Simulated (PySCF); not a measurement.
C₄H₂BrCl.

```xyz
8

C      0.5679    -3.2796     0.0000
C      0.9246    -2.1140     0.0000
C      1.3863    -0.7820     0.0000
C      0.5922     0.3158     0.0000
Cl     1.2584     1.9033     0.0000
Br    -1.2836     0.2204     0.0000
H      0.2400    -4.3027     0.0000
H      2.4690    -0.6071     0.0000
```

Coordinates come from a r2SCAN-D4/def2-SVP optimisation. The structure was generated by enumeration; whether it is a known compound was not checked.

These are PBE/pcSseg-1 in PySCF values and carry that method's errors. Non-relativistic, no solvent.

Q: Give the absolute GIAO shielding of each atom: isotropic value and principal components (ppm). (Estimate from the structure and the level; the computed values follow.)

A: 
```tsv
atom	σ(iso)	σ11	σ22	σ33	span
C1	82.3	28.1	43.6	175.2	147.2
C2	96.6	-0.4	5.3	284.9	285.3
C3	61.6	-31.0	92.7	123.1	154.1
C4	22.3	-60.0	62.3	64.7	124.7
Cl5	531.2	353.0	361.0	879.5	526.5
Br6	1646.9	1054.2	1285.3	2601.3	1547.2
H7	27.5	24.1	24.5	33.8	9.7
H8	25.2	21.2	24.8	29.6	8.3
```
